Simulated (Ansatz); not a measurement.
Basis-set extrapolation for `N[SiH](F)F` (PBE0-D4/def2-TZVP geometry, frozen core, Ansatz). Multiplicity 1, RHF reference.

```json
{"": "HF", "def2-TZVPP": "-544.320476", "def2-QZVPP": "-544.342958"}
{"": "MP2 correlation", "def2-TZVPP": "-0.831226", "def2-QZVPP": "-0.905929"}
{"": "CCSD(T) correlation", "def2-TZVPP": "-0.873075", "def2-QZVPP": "-0.945109"}
```

Energies in hartree. Use E(X) = E(∞) + A·exp(−7.88·√X) for Hartree–Fock and E(X) = E(∞) + B·X^(−2.97) for correlation, with X = 3 and 4.

Problem. What is the CCSD(T) energy at the basis-set limit?

Solution. HF limit: -544.342958 + (-0.022482) × 0.13774 = -544.34605. Correlation limit: -0.945109 + (-0.072034) × 0.74074 = -0.99847. Total: -545.34452 hartree, 396.4 kJ/mol below CCSD(T)/def2-TZVPP.
